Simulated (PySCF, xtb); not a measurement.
C2H6O2Te, SMILES [Te](OC)OC.

GFN2-xTB (xtb) at its own geometry gives an orbital gap of 3.78 eV and a dipole moment of 0.26 D.

The structure is a stationary point at PBE0-D3(BJ)/def2-SVP. The def2 effective core potentials stand for the cores of Te; spin–orbit coupling is left out. Other conformers were not sampled.

Question: What does HF/def2-TZVP in PySCF give? (Estimate from the structure and the level; the computed values follow.)

Answer: gap 10.23 eV (levels -8.71 and 1.52 eV), dipole 0.48 D.
